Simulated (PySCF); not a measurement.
## Calculated data, AlH₄O₂Si

Calculation on a computer-drawn molecule: the log of a Hartree-Fock and frozen-core CCSD(T) single point meant for a local Hartree-Fock minimum, with one planted fault or none, to be diagnosed. Offsets are logged minus clean, where the clean run is the same molecule without the fault. The reference is restricted for singlets and unrestricted otherwise, and also for a bond in bohr or an excited solution. Adding or removing an electron swaps singlet and doublet. The excited solution moves the top pair (singlet) or top alpha electron (doublet) to the lowest empty orbital. Highest occupied and lowest empty are orbital energies over both spins, largest force is the largest gradient component, triples share is (T) over the correlation energy, the T1 limit is 0.02 restricted and 0.045 unrestricted, electrons count all cores, a negative frequency is imaginary (commonest isotopes), and the dipole is about the centre of nuclear charge. Program: PySCF 2.14.0.

## AlH₄O₂Si

Logged structure:
```xyz
8
AlH4O2Si
O     -1.3412     1.1251     1.9121
Si    -0.7206    -0.3671     1.5867
O     -1.8587    -1.3151     0.8995
Al    -2.9498    -2.4931     0.3801
H     -1.9118     1.5278     1.2724
H      0.4212    -0.2580     0.6385
H     -4.1135    -2.0463    -0.5793
H     -2.7573    -3.9748     0.8705
```

- meant charge: 0
- meant multiplicity: 2
- meant basis: cc-pV(D+d)Z
- logged electrons: 46
- logged basis functions: 94
- logged SCF converged: yes
- logged spin squared: 0
- logged highest occupied: -15.503 eV
- logged lowest empty: -6.8931 eV
- logged largest force: 0.090925 hartree/bohr
- logged T1 diagnostic: 0.021223
- logged D1 diagnostic: 0.084081
- logged triples share: 0.024575
- logged CC converged: yes
- logged dipole magnitude: 3.8895 debye
- logged SCF stable within its kind: yes
- logged energy HF: -682.72733 hartree
- logged energy CCSD(T): -683.28922 hartree
- possible faults: no fault, one electron removed, one electron added, multiplicity raised by two, geometry at a saddle point, SCF held on an excited solution, minimal basis STO-3G, one bond length entered in bohr, all coordinates scaled
- planted fault: ?

Drawn bonds:
```csv
atom,other atom,order
1,2,1
2,3,1
3,4,1
1,5,1
2,6,1
4,7,1
4,8,1
```

Notes: T1 above single-reference limit.

**Q.** Which fault was planted in the run of AlH₄O₂Si?
**A.** one electron removed

Further results for AlH₄O₂Si:

* HF energy offset from clean run: 181.7 kcal/mol
* CCSD(T) energy offset from clean run: 178.3 kcal/mol
